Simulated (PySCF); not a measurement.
Working out the ionisation energy of Mn

Mn [Ar] 3d5 4s2 (6S) → Mn⁺ [Ar] 3d5 4s1 (7S). Computed with PySCF 2.14 in cc-pVDZ, with the non-relativistic Hamiltonian (point nucleus). Frozen: [Ar]. Energies in hartree (1 hartree = 27.21139 eV):

```csv
part,Mn (lower),Mn⁺ (upper)
UHF,-1149.867692,-1149.647868
MP2 opposite-spin,-0.032116,0.000000
MP2 same-spin,-0.066601,-0.066987
```

**Question.** What does Hartree-Fock give?

**Answer.** (-1149.647868) − (-1149.867692) = 0.219824 hartree = 5.982 eV.

**Question.** What do MP2 and SCS-MP2 (6/5 opposite-spin, 1/3 same-spin) give?

**Answer.** The opposite-spin parts differ by 0.874 eV and the same-spin parts by -0.011 eV. MP2: 5.982 + (0.874) + (-0.011) = 6.845 eV. SCS-MP2: 5.982 + 1.2 × (0.874) + (-0.011)/3 = 7.027 eV.

Measured between the centres of the two terms (NIST): 7.434 eV, so MP2 (valence) is off by -0.589 eV.

The calculation is non-relativistic.

A double-zeta basis recovers only part of the correlation energy.

What remains against the reference includes basis incompleteness, the frozen core and correlation beyond second order.
